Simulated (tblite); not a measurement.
Species: C6H12SSi.
Z-matrix (Å and degrees, GFN2-xTB geometry), rows numbered from 1:
```
C 
C   1  1.3232
C   2  1.4939  1  124.11
S   2  1.7766  1  123.56  3  -178.98
Si  4  2.1547  2  104.53  1   -28.71
C   5  1.8757  4  105.86  2  -164.70
C   6  1.5048  5  121.64  4    30.79
C   7  1.4898  6   60.37  5  -109.50
H   1  1.0772  2  120.40  3    -0.73
H   1  1.0753  2  123.05  3   179.01
H   3  1.0896  2  109.87  1   116.02
H   3  1.0887  2  109.88  1  -125.82
H   3  1.0872  2  110.84  1    -4.73
H   5  1.4606  4  106.45  2   -44.69
H   5  1.4640  4  109.62  2    76.51
H   6  1.0838  5  113.93  4   176.19
H   7  1.0795  6  118.20  8   107.61
H   7  1.0800  6  118.07  8  -108.82
H   8  1.0800  6  118.12  7   108.79
H   8  1.0797  6  118.16  7  -107.72
```

Level: GFN2-xTB in tblite, geometry and Hessian alike; calculated harmonic values, unscaled, isolated species. This tight-binding method is rough: wavenumbers can miss measured ones by several per cent, in bad cases by 10 to 20. Modes of hydrogen on silicon can be 10 to 20 % off. One conformer, not necessarily the lowest.

Harmonic wavenumbers (cm⁻¹): 26.3, 29.4, 64.0, 87.7, 130.4, 149.5, 239.0, 297.0, 320.6, 394.1, 422.7, 492.9, 510.9, 584.8, 647.1, 650.9, 671.6, 727.2, 771.4, 810.4, 848.9, 853.2, 944.1, 956.0, 1005.6, 1007.1, 1029.6, 1040.1, 1072.4, 1075.3, 1109.8, 1159.3, 1168.5, 1246.3, 1349.2, 1390.2, 1409.9, 1443.6, 1461.8, 1476.0, 1486.1, 1690.5, 2248.4, 2283.4, 3006.6, 3026.2, 3031.3, 3037.3, 3080.6, 3083.1, 3089.1, 3100.1, 3104.3, 3136.8.

A = 3263, B = 752.0, C = 659.8 MHz; mass 144.043 u (most abundant isotopes); point group C1, symmetry number 1.

**Question.** What is the zero-point energy?

**Answer.** ½Σν̃ = 34739 cm⁻¹ = 415.57 kJ/mol.

**Question.** What is S at 400 K and 1 bar for an ideal gas of classical rigid rotors and harmonic oscillators?

**Answer.** Translation 176.95, rotation 127.82, vibration 202.66: S = 507.4 J/(mol K).

**Question.** And Cp and H(400 K) − H(0)?

**Answer.** Cp = 219.32 J/(mol K), of which vibrations give 186.07 (their classical limit is 54 R = 449.0); H(400 K) − H(0) = 52.05 kJ/mol without the zero-point energy, 38.75 from vibrations.

**Question.** How do the functions run with temperature in this model?

**Answer.** 
```
 T (K)  S (J/(mol K))  Cp (J/(mol K))  H − H(0) (kJ/mol)  G − H(0) (kJ/mol)  ln q(vib)
    50          264.9            66.0               2.51             -10.74       1.49
   100          317.2            86.7               6.34             -25.38       3.41
298.15          449.7           174.7              31.93            -102.15       9.73
373.15          492.6           208.2              46.31            -137.50      11.94
   500          560.4           256.0              75.88            -204.35      15.61
   750          677.6           321.4             148.68            -359.54      22.49
  1000          776.3           364.2             234.71            -541.63      28.82
```

q(vib) and H(0) count from the zero-point level.

**Question.** Which modes carry the vibrational entropy at 400 K?

**Answer.** 26.3 cm⁻¹: 27.92; 29.4 cm⁻¹: 27.00; 64.0 cm⁻¹: 20.54; 87.7 cm⁻¹: 17.94; 130.4 cm⁻¹: 14.68; 149.5 cm⁻¹: 13.57 J/(mol K); the other 48 give 81.00 together.

**Question.** What must be added to the electronic energy to get the Gibbs energy at 400 K and 1 bar?

**Answer.** ZPE + [H(400 K) − H(0)] − T·S = 415.57 + 52.05 − 202.97 = 264.65 kJ/mol.

Hindered rotation and anharmonicity are outside this model. Other conformers, if any are populated, would add a mixing term that is left out. The structure is chiral; the term R ln 2 for an equal mix with its mirror image is left out.
